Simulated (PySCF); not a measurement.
Compound: C₆H₅F₃O.
Geometry (GFN2-xTB, Å), atoms numbered from 1 in this order:
```
atom  x, y, z in Å
F1     3.5542    0.8806   -0.5103
C2     2.4403    0.1744   -0.3513
F3     2.6780   -0.7050    0.6396
F4     2.2953   -0.5743   -1.4603
O5     1.4368    0.9920   -0.1176
C6     0.1715    0.4322    0.0763
C7    -0.2153   -0.8509    0.0697
C8    -1.6840   -0.8927    0.3330
C9    -2.0462    0.5469    0.4818
C10   -0.9547    1.3069    0.3304
H11    0.3787   -1.7299   -0.0903
H12   -2.2269   -1.3658   -0.4874
H13   -1.9135   -1.4629    1.2353
H14   -3.0465    0.8811    0.6811
H15   -0.8723    2.3754    0.3781
```

NICS is the negative of the GIAO shielding at a point without a nucleus: at the ring centre (0) and 1 Å above and below it (1); zz is the component along the ring normal. Level: GIAO PBE0/pcSseg-1 (PySCF, non-relativistic, gas phase) on the GFN2-xTB geometry, one conformer.

Ring bond lengths (Å), with Mayer bond orders in brackets: C6–C7 1.340 (1.73), C7–C8 1.493 (1.05), C8–C9 1.492 (1.07), C9–C10 1.339 (1.76), C10–C6 1.448 (1.13).

Question: Give the NICS values of each ring in ppm.

Answer: 
| ring | type | NICS(0) | NICS(1), two faces | NICS(1)zz, two faces | rms pucker (Å) | centre to ring atoms, mean (Å) |
| --- | --- | --- | --- | --- | --- | --- |
| C6–C7–C8–C9–C10 | 5-membered carbocycle; formal bonds 2 double, 3 single | -5.5 | -5.7 / -5.7 | -11.3 / -11.3 | 0.00 | 1.21 |

Question: What can be read from them?

Answer: 
- C6–C7–C8–C9–C10: mean NICS(1)zz -11.3 ppm, shielded. C8 has four or more neighbours, and the NICS criterion for π rings isn't applied.

Question: At the first NICS(1) probe listed for ring C6–C7–C8–C9–C10, 1 Å off the ring, what do the in-plane components average?

Answer: The isotropic value is a third of the trace: (3 × -5.7 − (-11.3))/2 = -2.9 ppm.

Question: List the ring angles and the Hirshfeld charges of the ring atoms.

Answer: 
- C6–C7–C8–C9–C10: C6 110.8° (+0.056 e), C7 108.1° (-0.083 e), C8 103.3° (-0.066 e), C9 109.8° (-0.039 e), C10 108.1° (-0.061 e); sum 540.0° against 540° for a flat convex ring.

Time: 32 s of wall time; peak memory 0.84 GiB. Hardware: Arm Neoverse V1, one thread, on a shared host. This is the whole shielding run at PBE0/pcSseg-1, SCF included.
